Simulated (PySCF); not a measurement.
Isomers C₈H₆FN:

A. `N#CCc1cccc(F)c1`
B. SMILES N#CCc1ccc(F)cc1
C. `N#Cc1ccccc1CF`

Spectrum 1. ¹³C{¹H} NMR (computed): δ 173.5 (C), 140.6 (C), 137.0 (CH), 130.0 (CH), 122.3 (CH), 121.8 (C), 121.2 (CH), 25.2 (CH2).

Spectrum 2. ¹³C{¹H} NMR (computed): δ 150.7 (C), 140.5 (CH), 138.6 (CH), 132.7 (CH), 129.4 (CH), 122.0 (C), 111.5 (C), 86.3 (CH2).

Spectrum 3. ¹³C{¹H} NMR (computed): δ 172.8 (C), 136.7 (CH), 133.2 (C), 122.6 (CH), 122.1 (C), 24.8 (CH2).

Method: NMR shieldings at PBE0/pcSseg-1/GIAO, geometry: GFN2-xTB, in PySCF 2.14.0 with density-fitted response routines (relativity neglected, averaged over atoms made equivalent by symmetry, fast rotation or ring inversion, a single conformation, no solvent).

δ = σ(ref) − σ, references computed at the same level: ¹³C against TMS. Splittings of carbon signals by F and P are missing where no couplings were computed. Shifts are as computed. Against solution values, carbons near 30 ppm lie about +3 ppm off and those near 130 ppm about +5 ppm. Of 1211 compounds with measured shifts, 218 miss one by over three times the rms of a fit or turn the order of signals round; such compounds aren't used in these exercises.

**Question.** Which spectrum belongs to which compound?

**Answer.** 1–A, 2–C, 3–B.

- Spectrum 1 (A): 8 ¹³C signals; δC 173.5 is an aromatic carbon bearing fluorine; δC 137.0 is an aromatic CH.
- Spectrum 2 (C): 8 ¹³C signals; δC 138.6 is an aromatic CH; δC 132.7 is an aromatic CH.
- Spectrum 3 (B): 6 ¹³C signals; δC 172.8 is an aromatic carbon bearing fluorine; δC 136.7 is an aromatic CH.
